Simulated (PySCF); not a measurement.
Geometries of 2 isomers of C4H8O3, from PBE0-D3(BJ)/def2-SVP geometry optimisation, gas phase (PySCF 2.14.0). One conformer each, no zero-point energy, no frequencies.

Question: Which isomer lies lower at this level?
A.
```xyz
15
angstrom
C     -1.914    1.189    0.788
C     -1.760   -0.244    0.332
O     -0.456   -0.752    0.610
C      0.496   -0.416   -0.251
O      0.348    0.232   -1.255
O      1.648   -0.923    0.175
C      2.766   -0.657   -0.649
H     -2.950    1.523    0.631
H     -1.251    1.852    0.213
H     -1.678    1.287    1.858
H     -1.959   -0.337   -0.747
H     -2.439   -0.913    0.877
H      2.614   -1.056   -1.663
H      3.621   -1.151   -0.173
H      2.951    0.425   -0.727
```
B.
```xyz
15
angstrom
C     -2.634   -0.501    0.030
O     -1.410   -0.230   -0.576
C     -0.368   -0.071    0.339
C      0.898    0.222   -0.432
C      2.092    0.380    0.463
O      2.069    0.360    1.666
O      3.222    0.557   -0.234
H     -2.609   -1.444    0.611
H     -2.946    0.311    0.717
H     -3.390   -0.598   -0.762
H     -0.578    0.753    1.050
H     -0.231   -0.983    0.956
H      1.101   -0.574   -1.165
H      0.782    1.145   -1.024
H      3.932    0.657    0.418
```

Answer: A. That is `CCOC(=O)OC` (ethyl methyl carbonate), 7.4 kcal/mol below the other.

```
    SMILES                        atoms numbered as above      E (Eh)  relative (kcal/mol)  relative (kJ/mol)  dipole (D)
CCOC(=O)OC   [CH3:1][CH2:2][O:3][C:4](=[O:5])[O:6][CH3:7]  -382.22910                  0.0                0.0        0.34
COCCC(=O)O  [CH3:1][O:2][CH2:3][CH2:4][C:5](=[O:6])[OH:7]  -382.21733                  7.4               30.9        0.38
```

As drawn, the higher has an O–H bond, which the lower lacks.
